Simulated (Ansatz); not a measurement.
System: BiI2, net charge 0, doublet state. It need not be the lowest isomer of its formula. 
Structure (B3LYP-D3(BJ)/def2-TZVP (Ansatz, a program for electronic structure) minimum search):
SMILES: [I][Bi][I]
```xyz
3

Bi     0.1121    -0.6263     0.7737
I      2.0549     0.8623    -0.6151
I     -2.2304     0.1185    -0.5965
```
Charge 0, spin multiplicity 2.

Quantity: vertical electron affinity (to the singlet state of charge -1; a negative value means that the extra electron is unbound and the number depends on the basis; each state is the SCF solution reached for its spin), in eV. Correlated levels leave the core frozen unless marked. Open shells are spin-unrestricted. Spin-orbit coupling is left out. Frozen are the shells of the preceding noble gas and the d and f shells that filled before the atom's block. Past Kr the def2 sets carry scalar-relativistic core potentials. Anions need diffuse functions: def2-D sets add few. Basis-set limits of correlation are two-point, X^-3; Hartree-Fock from the larger set.

```json
[
 {"level": "PBE/def2-TZVPD", "program": "Ansatz", "vertical electron affinity (eV)": "1.82"},
 {"level": "B3LYP/def2-TZVPD", "program": "Ansatz", "vertical electron affinity (eV)": "1.98"},
 {"level": "wB97X/def2-TZVPD", "program": "Ansatz", "vertical electron affinity (eV)": "2.12"},
 {"level": "MP2/def2-TZVPPD", "program": "Ansatz", "vertical electron affinity (eV)": "1.88"},
 {"level": "RI-MP2/CBS(def2-TZVPPD,def2-QZVPPD)", "program": "Ansatz", "vertical electron affinity (eV)": "2.05"},
 {"level": "CCSD(T)/def2-TZVPPD", "program": "Ansatz", "vertical electron affinity (eV)": "1.89"}
]
```
